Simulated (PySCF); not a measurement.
**Pb⁻ (lead, charge -1) across methods**

[Xe] 4f14 5d10 6s2 6p3, high-spin 4S determinant. All numbers are calculated (PySCF 2.14, scalar relativity through the core potential, in aug-cc-pVTZ-PP with one added diffuse shell each of d, f type with ECP60MDF (6s5p5d3f, 67 functions)).

| method | E (hartree) | mean ε 6s α (eV) | mean ε 6s β (eV) | mean ε 6p α (eV) | Σ⟨r²⟩ (bohr²) | ⟨S²⟩ |
| --- | --- | --- | --- | --- | --- | --- |
| wB97X | -192.9052 | -10.601 | -8.706 | -1.147 | 95.49 | 3.753 |
| PBE | -192.9131 | -6.723 | -5.565 | 1.006 | 99.16 | 3.751 |
| LDA | -192.6224 | -6.968 | -5.974 | 0.905 | 99.20 | 3.751 |
| LC-wPBE | -192.9100 | -11.151 | -8.422 | -1.599 | 91.91 | 3.759 |
| PBE0 | -192.8848 | -8.083 | -6.251 | 0.346 | 96.34 | 3.753 |
| M06-L | -192.9835 | -6.937 | -5.871 | 1.060 | 102.1 | 3.752 |
| UHF | -191.86779 | -11.620 | -7.590 | -1.450 | 95.59 | 3.760 |
| revPBE | -192.9649 | -6.653 | -5.432 | 1.047 | 98.76 | 3.752 |
| r2SCAN | -192.9774 | -7.153 | -5.501 | 0.812 | 96.23 | 3.755 |

Energies and moments cover only the electrons outside the core potential. Spin-orbit coupling, which splits the p, d and f shells strongly at this Z, is absent. Spin-orbit coupling is strong in this species (close to jj coupling), so the high-spin LS determinant is a model state, not a physical level.

The highest occupied level is positive at PBE, LDA, PBE0, M06-L, revPBE, r2SCAN: only the finite basis holds that electron, which in a density functional comes from self-interaction.
